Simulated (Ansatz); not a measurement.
Diatomic WC, multiplicity 3 (the spin of the measured ground state). No spin–orbit coupling. The T1 diagnostic near the minimum is 0.086, so single-reference values are doubtful.

Constants: fifth-degree fit in 1/R to seven points, most abundant isotopes. Runs in def2 and cc sets follow the lowest solution found near the PBE0 minimum.

Run with Ansatz (a quantum-chemistry and plane-wave program) with Gaussian orbitals. Each number belongs to the level named beside it. In def2 rows elements past Kr take small-core potentials, without spin–orbit coupling.

```json
[
 {"level": "SVWN5/def2-TZVPP", "r_e (Å)": "1.695", "ω_e (cm⁻¹)": "1064", "ω_e x_e (cm⁻¹)": "7.9", "α_e (cm⁻¹)": "0.0037", "D_e (eV)": "6.65", "dipole (D)": "3.98"},
 {"level": "PBE/def2-TZVPP", "r_e (Å)": "1.715", "ω_e (cm⁻¹)": "997", "ω_e x_e (cm⁻¹)": "5.5", "α_e (cm⁻¹)": "0.0037", "D_e (eV)": "5.57", "dipole (D)": "4.03"},
 {"level": "B3LYP/def2-TZVPP", "r_e (Å)": "1.703", "ω_e (cm⁻¹)": "1009", "ω_e x_e (cm⁻¹)": "6.1", "α_e (cm⁻¹)": "0.0041", "D_e (eV)": "5.17", "dipole (D)": "4.22"}
]
```

D_e counts from each atom's lowest state at the same level, without counterpoise or zero-point energy.

Measured for the ground state: D_0 5.289 ± 0.008 eV [Morse and co-workers]. dipole 3.9 D [compilation of Liu, Meijer and Pérez-Ríos].
